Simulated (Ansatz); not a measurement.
The same path of BCl3 + H2 (6 atoms, charge 0, multiplicity 1) was run twice with different band settings. Lost on the way: B1–Cl2, H5–H6. Made: B1–H5, Cl2–H6.

Theory: RKS PBE-D4/def2-SVP (Ansatz 0.2.0).

Relaxed end points:

```xyz
6
Properties=species:S:1:pos:R:3
B -0.011 0.570 0.053
Cl -0.017 0.927 1.770
Cl 1.510 0.425 -0.805
Cl -1.525 0.367 -0.805
H 0.106 -2.640 0.638
H 0.054 -2.320 1.335
```

```xyz
6
Properties=species:S:1:pos:R:3
B 0.022 -0.426 -0.627
Cl 0.004 -0.068 2.582
Cl 1.522 0.418 -0.944
Cl -1.519 0.338 -0.952
H 0.051 -1.580 -0.267
H 0.039 -1.352 2.395
```

Common settings: spring 5.0 eV/Å²; optimiser quadratic models (default); start path through a guess of the saddle point; force threshold 0.05 eV/Å; iteration limit 60; end points relaxed.

| run | movable images | climbing image |
| --- | --- | --- |
| 1 | 5 | yes |
| 2 | 6 | no |

**Question.** What does each run give, and how far can it be trusted?

**Answer.** Run 1: converged after 39 iterations, highest image 1.294 eV above the first end. A vibrational analysis at the climbing image gives one clearly imaginary mode, 662i cm⁻¹: a first-order saddle point.
Run 2: converged after 42 iterations, highest image 1.281 eV above the first end. No image climbed, so the highest image needn't sit at the top of the path.
The orbitals stay closed-shell, which can raise the energy where a bond breaks towards radicals; this wasn't checked here.
